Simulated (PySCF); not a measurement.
# XPS shifts beside NMR shieldings

Compound: C7H11NSi.
Bonds: C1–C2 (double), C2–C3, C3–C4, C4–C5 (aromatic), C5–C6 (aromatic), C6–N7 (aromatic), N7–Si8, N7–C9 (aromatic), C4–C9 (aromatic). Hydrogens: H10, H11 on C1; H12 on C2; H13, H14 on C3; H15 on C5; H16 on C6; H17, H18, H19 on Si8; H20 on C9.

Binding energies: delta-SCF UKS SCAN, pcX-2 on the ionised atom, pcseg-1 elsewhere, spin-free X2C in PySCF 2.14.0. Shieldings: GIAO PBE0/pcSseg-1, non-relativistic, same geometry.

```tsv
atom	C 1s (eV)
C1	289.82
C2	290.22
C3	290.61
C4	289.70
C5	289.53
C6	290.43
C9	290.29
```

Problem. What are the absolute isotropic shieldings of these atoms?

Solution. 
```
atom                          environment  C 1s (eV)  isotropic shielding (ppm)
  C5                   aromatic CH carbon     289.53                       64.3
  C4          substituted aromatic carbon     289.70                       52.1
  C1                 terminal =CH2 carbon     289.82                       63.2
  C2                     alkene CH carbon     290.22                       35.1
  C9  aromatic CH next to a ring nitrogen     290.29                       58.6
  C6  aromatic CH next to a ring nitrogen     290.43                       54.4
  C3                 benzylic-type carbon     290.61                      148.0
```

Problem. Among the listed atoms, is the one with the highest binding energy also the least shielded?

Solution. No. The highest binding energy is at C3 (290.61 eV, shielding 148.0 ppm), the lowest shielding at C2 (35.1 ppm, 290.22 eV).

Over these 7 sites the two quantities correlate at r = 0.45. By binding energy: C5 < C4 < C1 < C2 < C9 < C6 < C3. By shielding: C2 < C4 < C6 < C9 < C1 < C5 < C3.

Isolated species at its PBE0-D3(BJ)/def2-SVP geometry (one conformer only).

The values belong to the conformer `[CH2:1]=[CH:2][CH2:3][c:4]1[cH:5][cH:6][n:7]([SiH3:8])[cH:9]1`: C1–C2–C3–C4 121°, C2–C3–C4–C5 -55°.
